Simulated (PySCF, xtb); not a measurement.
ScCl₂, SMILES [Cl][Sc][Cl] (connectivity only; charge and spin as stated), neutral, multiplicity 2.

Harmonic wavenumbers (cm⁻¹) from GFN2-xTB run with xtb 6.7.1 at its own minimum, in rising order: 40, 267, 435.

Question: What does B3LYP-D3(BJ)/def2-TZVP in PySCF 2.14.0 give at its own minimum? (Estimate from the structure and the level; the computed values follow.)

Answer: 64, 350, 456. Paired by order, the mean absolute difference is 43 cm⁻¹ and the zero-point energies are 1.1 and 1.2 kcal/mol.
